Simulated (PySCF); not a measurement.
Species: C4H6F2O2Si.
SMILES with atom numbers: `[O:1]=[CH:2][O:3][C@@:4]1([F:5])[SiH2:6][CH2:7][C@@H:8]1[F:9]` (hydrogens: H10 on C2; H11, H12 on Si6; H13, H14 on C7; H15 on C8)

Computed with TDDFT CAM-B3LYP/def2-SVPD, vertical, gas phase, core orbitals frozen in the response in PySCF. One conformer (not necessarily the lowest) at the GFN2-xTB geometry, without solvent, vibrations or thermal averaging. Torsions of this conformer, `[O:1]=[CH:2][O:3][C@@:4]1([F:5])[SiH2:6][CH2:7][C@@H:8]1[F:9]`: O1–C2–O3–C4 -5°, C2–O3–C4–F5 -98°.

Each state is given a Gaussian of 0.4 eV full width at half maximum, with ε(max) = 2.175×10⁸ f / Δν̃ (Δν̃ the width in cm⁻¹). The width is an assumption, not a result. The curve ends short of the highest state used, and states not computed would add to its high-energy end.

E (eV), ε (L mol⁻¹ cm⁻¹) and a bar:
```
     5.14          0 
     5.24          2 
     5.35         12 
     5.45         38 #
     5.56         93 ##
     5.67        147 ##
     5.77        155 ###
     5.88        111 ##
     5.99         52 #
     6.09         18 
     6.20          4 
     6.30          4 
     6.41         16 
     6.52         47 #
     6.62         99 ##
     6.73        199 ###
     6.83        372 ######
     6.94        664 ###########
     7.05        940 ###############
     7.15       1068 ##################
     7.26       1156 ###################
     7.36       1328 ######################
     7.47       1619 ###########################
     7.58       1825 ##############################
```

Task: Locate the maxima and give the states behind the curve.

Result: 216 nm (5.74 eV), ε about 160, made up of S1 (100%) (ε in L mol⁻¹ cm⁻¹; maxima over ε = 5, shares over 10%). At its high-energy end, 7.58 eV, the curve is still rising (ε about 1800, from S4, S5 and S6). The states used: S1 5.74 eV (f 0.0024); S2 6.74 eV (f 0.0014); S3 7.07 eV (f 0.012); S4 7.35 eV (f 0.0088); S5 7.58 eV (f 0.016); S6 7.72 eV (f 0.0091); S7 7.94 eV (f 0.0095); S8 8.18 eV (f 0.057).

Task: On this curve, what absorbance would a 10⁻³ mol/L sample give at 222 nm over a 1 cm path?

Result: 222 nm is 5.585 eV, where ε is about 110 L mol⁻¹ cm⁻¹, so A = ε c l ≈ 0.11 (Beer–Lambert, with the gas-phase spectrum and the assumed width).

Task: Coming from long wavelengths, where does ε first pass 100 L mol⁻¹ cm⁻¹?

Result: At about 222 nm (5.57 eV), 0.16 eV below S1.

Task: What would ε be at 5.74 eV, the highest of these maxima, with half the width (0.2 eV)?

Result: About 317 L mol⁻¹ cm⁻¹ against 158, a factor of about 2.00; a lone state at its own centre would give exactly 2.

Hardware: an Arm Neoverse N1 with one thread, shared host with 64 logical CPUs at a one-minute load of 61. Cost: 2.3 min wall, 1.1 GiB resident at most.
